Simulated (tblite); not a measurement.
Run record: tight-binding relaxation, `C/C(=C/OB(N)N)NC=O`.

Computed with GFN2-xTB geometry optimisation, gas phase (tblite 0.8.0). Start geometry: from a force field or distance geometry. A driver script takes a list of jobs; this job's settings line and coordinates (Å) are shown.

Command:
```bash
OMP_NUM_THREADS=1 python probes_run.py task.json out
```

Input:
```
{"job": {"kind": "relax", "xc": "GFN2-xTB", "basis": "xTB"}, "charge": 0, "multiplicity": 1}
C     -2.501700     1.214800    -0.582400
C     -1.337900     0.353700    -0.277600
C     -0.088200     0.728700    -0.625100
O      0.922900    -0.125000    -0.305500
B      2.353900     0.075900    -0.561300
N      3.221000    -1.183700    -0.593700
N      2.996300     1.311800     0.083400
N     -1.489700    -0.887600     0.418900
C     -2.282500    -1.959700    -0.094300
O     -2.914100    -1.890200    -1.188400
H     -2.119800     2.253800    -0.611900
H     -2.950600     0.989700    -1.565700
H     -3.244000     1.047600     0.241900
H      0.075000     1.673500    -1.154500
H      2.733000    -1.855600     0.047400
H      4.170000    -0.932000    -0.227900
H      3.534400     1.013700     0.943800
H      2.273400     2.036100     0.289100
H     -0.997500    -0.986300     1.333100
H     -2.359100    -2.868500     0.485600
```

Output:
```
step      E/eV     max force
  0    -864.96353    4.033
  1    -865.61075    3.946
  2    -866.05281    1.998
  3    -866.23300    0.998
  4    -866.32625    0.933
  5    -866.45824    0.913
  6    -866.55067    0.917
  7    -866.62345    0.728
  8    -866.68938    0.738
  9    -866.74790    0.626
... (115 lines left out)
125    -867.19324    0.015
126    -867.19327    0.014
127    -867.19329    0.013
128    -867.19331    0.012
129    -867.19332    0.012
130    -867.19334    0.013
131    -867.19336    0.014
132    -867.19338    0.014
133    -867.19340    0.012
134    -867.19341    0.009
```

«max force» is the largest atomic force in eV/Å.

Problem. From which step on does the largest force stay under 0.1 eV/Å, and how much energy is left to gain from there?

Solution. From step 84 (0.090 eV/Å), 7.5 meV above the end.

Main results: energy lowered by 51.4 kcal/mol over 134 steps; largest atomic force 0.009 eV/Å at the end.

Problem. Give the final coordinates.

Solution. 0.607 Å rms from the input after alignment:
```
atom  x, y, z in Å
C1    -2.4051    1.1271   -0.6450
C2    -1.2526    0.2106   -0.4066
C3     0.0266    0.5987   -0.4727
O4     1.0409   -0.2866   -0.2730
B5     2.3600    0.0658   -0.0490
N6     3.2719   -1.0083   -0.0245
N7     2.7955    1.3914    0.1603
N8    -1.5100   -1.1344   -0.0934
C9    -2.6943   -1.7707    0.0059
O10   -3.7964   -1.3066   -0.1539
H11   -2.0464    2.1282   -0.8669
H12   -3.0091    0.7671   -1.4753
H13   -3.0506    1.1596    0.2304
H14    0.2854    1.6199   -0.7149
H15    2.9881   -1.9518   -0.2076
H16    4.2540   -0.9024    0.1403
H17    3.7539    1.6192    0.3429
H18    2.1801    2.1794    0.2346
H19   -0.6566   -1.6581    0.0537
H20   -2.5403   -2.8373    0.2695
```

Hardware: Arm Neoverse V2, one thread, no GPU (shared host). Cost: 0.83 s wall.
Labels such as C1 count atoms from 1, the log's own numbers from 0.
